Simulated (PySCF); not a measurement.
TeI2, SMILES I[Te]I. Heavy atoms are numbered as in [Te:1]([I:2])[I:3].

The structure is a stationary point at B3LYP-D3(BJ)/def2-SVP. The def2 effective core potentials stand for the cores of I, Te; spin–orbit coupling is left out.

Computed with M06-2X/def2-TZVPD run with PySCF.

Mulliken values depend strongly on the basis, most of all with diffuse functions as here. ESP charges are fitted to the potential on shells at 1.4 to 2.0 van der Waals radii. Atomic charges (e), one atom of each kind:

```tsv
atom	ESP fit	Mulliken
Te1	(withheld)	0.18
I2	(withheld)	-0.09
```

Task: Fill in the missing entries. (Estimate from the structure and the level; the computed values follow.)

Result: 
- Te1, ESP fit: 0.12
- I2, ESP fit: -0.06
